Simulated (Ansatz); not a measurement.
Species: tribromo(fluoro)germane, sum formula GeBr$_{3}$F, charge 0, multiplicity 1. SMILES: [Ge]([Br])([Br])([F])[Br]
Coordinates optimised at B3LYP-D3(BJ)/def2-TZVP (Ansatz, a program for electronic structure):
```xyz
5

F      0.0108     0.0414     2.1054
Ge     0.0019     0.0074     0.3766
Br    -1.1419    -1.8709    -0.2527
Br     2.1843    -0.0609    -0.3054
Br    -1.0469     1.9144    -0.3276
```
Charge 0, spin multiplicity 1.

Quantity: atomisation energy (electronic, to ground-state atoms), in kcal/mol. Cores are frozen in the correlated levels unless marked. Open shells are spin-unrestricted. No spin-orbit coupling. The frozen core is the preceding noble-gas configuration, with the filled d and f shells of earlier blocks. Non-relativistic. The coupled-cluster limit lacks core correlation, which all-electron functionals hold. CBS marks a two-point X^-3 extrapolation of the correlation energy; Hartree-Fock from the larger set (for Q and 5 zeta extrapolated as (X+1)exp(-9√X)).

| level | program | atomisation energy (kcal/mol) |
|---|---|---|
| PBE0/def2-TZVPD | Ansatz | ? |
| BHLYP/def2-TZVPD | Ansatz | 301.4 |
| CAM-B3LYP/def2-TZVPD | Ansatz | 317.5 |
| B2GP-PLYP/def2-TZVPD | Ansatz | ? |
| CCSD/cc-pVQZ | Ansatz | 317.6 |
| CCSD(T)/CBS(cc-pVQZ,cc-pV5Z) | Ansatz | ? |

Fill in the missing entries.


- PBE0/def2-TZVPD, atomisation energy (kcal/mol): 327.4
- B2GP-PLYP/def2-TZVPD, atomisation energy (kcal/mol): 323.6
- CCSD(T)/CBS(cc-pVQZ,cc-pV5Z), atomisation energy (kcal/mol): 336.9
